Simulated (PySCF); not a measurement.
Level of theory: B3LYP-D3(BJ)/def2-TZVP // r2SCAN-D4/def2-SVP (PySCF 2.14.0). All species are isolated molecules in the gas phase. One relaxed conformer stands for a flexible species; it need not be the lowest. B3LYP has the VWN-RPA correlation part, as in Gaussian. 

Reference species: [Mo(Cl)6] (neutral, multiplicity 1).

```json
{
  "mean_distance_from_the_central_atom_to_its_bonded_neighbours": "2.308 Å",
  "HOMO–LUMO gap": "2.84 eV",
  "HOMO": "-8.90 eV"
}
```

After one change: the mean distance from the central atom to its bonded neighbours decreases by 0.395 Å; the HOMO–LUMO gap rises by 1.91 eV; the HOMO goes up by 0.37 eV.

Which change was made? The new species is one of these.
(A) [Mo(Cl)(OH)5]
(B) [Mo(Cl)2(OH)4]
(C) [Mo(OH)6]
(D) [Mo(Cl)4(OH)2]

C, [Mo(OH)6]
